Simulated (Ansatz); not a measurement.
Two isomers of CH7BSi2: A = `C[SiH]1B[SiH2]1`, B = `BC1[SiH2][SiH2]1`.

Gas-phase electronic energies from Ansatz, PBE0-D4/def2-TZVP geometries. CBS: MP2 limit from def2 TZ/QZ plus the TZ coupled-cluster correction, frozen cores. Functionals use def2-TZVPP. B3LYP here is the variant with VWN-RPA as its local correlation; programs differ in this.

A:

```xyz
11

C    -0.3062   -0.7463   -1.5573
Si   -0.8888    0.4183   -0.2183
B     0.1196    1.5516    0.8920
Si    1.1721    0.1195    1.4768
H    -0.6748   -1.7612   -1.3938
H    -0.7141   -0.3986   -2.5120
H     0.7804   -0.7670   -1.6364
H    -2.3795    0.3770   -0.1625
H    -0.3692    2.3386    1.6412
H     1.7198   -0.9355    0.5862
H     1.5407   -0.1963    2.8841
```

B:

Z-matrix (Å, degrees):
```
C
Si 1 1.878
Si 1 1.972 2 71.0
B 1 1.509 2 120.7 3 -84.6
H 1 1.089 2 119.6 3 106.3
H 2 1.480 1 115.6 3 -107.7
H 2 1.478 1 117.1 3 113.4
H 3 1.479 1 116.4 2 -115.9
H 3 1.481 1 111.8 2 112.6
H 4 1.198 1 121.1 2 -175.2
H 4 1.203 1 120.1 2 7.5
```

Which is lower in electronic energy at CCSD(T)/CBS, and by how much? (An estimate is asked.)

The calculation gave: B, by 48.2 kJ/mol.

Give E(B) − E(A) in kJ/mol with r2SCAN-D4, PBE0-D4, B2PLYP, BLYP-D4, CCSD/def2-TZVPP, MP2/def2-TZVPP, B3LYP. (Best estimate.)

The calculation gave: r2SCAN-D4 -43.3, PBE0-D4 -43.0, B2PLYP -46.1, BLYP-D4 -35.6, CCSD/def2-TZVPP -52.2, MP2/def2-TZVPP -49.6, B3LYP -42.6. None reverses the order clearly.

Does the order hold for the free energy at 298.15 K (harmonic terms from PBE0-D4)? (An estimate is asked.)

The calculation gave: Yes: G(B) − G(A) = -53.9 kJ/mol.

Largest T1 diagnostic: 0.014.

At CCSD(T), def2-SVP lies +7.3 kJ/mol from the extrapolated value and def2-TZVPP +2.6 kJ/mol. Leaving LDA and LC-ωPBE aside and taking each functional with its dispersion term where it has one, the values, not all of them listed here, spread over 30.5 kJ/mol, from ωB97X-V to PBE-D4.
